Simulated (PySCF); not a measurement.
Electronic absorption of C5H12N2

C5H12N2.
InChI=1S/C5H12N2/c1-2-5(7)3-4-6/h2,5H,1,3-4,6-7H2/t5-/m0/s1

Computed, not measured: TDDFT B3LYP/def2-SVPD, vertical, gas phase, core orbitals frozen in the response (PySCF). Isolated species at its GFN2-xTB geometry (one conformer only).

Problem. What does the calculation give for the low-lying excited states?

Solution. 

| state | E (eV) | E (kJ/mol) | λ (nm) | f | \|μ\| (D) | main configurations (H = HOMO, L = LUMO) |
| --- | --- | --- | --- | --- | --- | --- |
| S1 | 5.59 | 539 | 221.7 | 0.0091 | 0.66 | H→L (88%) |
| S2 | 5.88 | 567 | 210.8 | 0.015 | 0.82 | H-1→L (63%), H→L+1 (26%) |
| S3 | 6.03 | 582 | 205.4 | 0.017 | 0.86 | H→L+1 (53%), H-1→L (28%) |
| S4 | 6.24 | 602 | 198.6 | 0.013 | 0.75 | H→L+2 (44%), H-1→L+1 (39%) |
| S5 | 6.52 | 629 | 190.2 | 0.0013 | 0.23 | H-1→L+1 (40%), H→L+2 (36%), H→L+4 (8%) |
| S6 | 6.76 | 652 | 183.4 | 0.0070 | 0.52 | H→L+3 (90%) |
| S7 | 6.81 | 657 | 182.1 | 0.0055 | 0.46 | H→L+4 (84%) |
| S8 | 6.91 | 667 | 179.4 | 0.0078 | 0.55 | H-1→L+2 (81%), H-1→L+1 (9%) |

Triplets (Tamm–Dancoff): T1 4.57 eV, H-2→L (80%), H→L (13%); T2 5.53 eV, H→L (63%), H-2→L (11%), H-1→L (9%); T3 5.68 eV, H-1→L (42%), H→L+1 (38%), H→L+2 (12%).

The lowest singlet comes at 222 nm (539 kJ/mol) in the ultraviolet; it is weak; its leading configuration is HOMO→LUMO (88%). The most intense listed level is S3 at 6.03 eV (205 nm, f = 0.017), 0.44 eV above S1. Löwdin shares by element: HOMO nitrogen 61%, carbon 17% or more (atoms not listed hold the other 22%); LUMO carbon 65% or more, hydrogen 12% or more (atoms not listed hold the other 24%). Of the 8 states listed, 3 reach f = 0.01 and none stays under 0.0005. The listed states span 1.32 eV. Orbital energies (eV): HOMO-3 -9.12, HOMO-2 -7.54, HOMO-1 -6.93, HOMO -6.45, LUMO -0.09, LUMO+1 0.47, LUMO+2 0.77. No computed singlet lies in the visible range (380 to 750 nm); the lowest, at 222 nm, stands 2.33 eV above its violet end (3.26 eV). Singlets were solved by full linear response, triplets in the Tamm–Dancoff approximation.
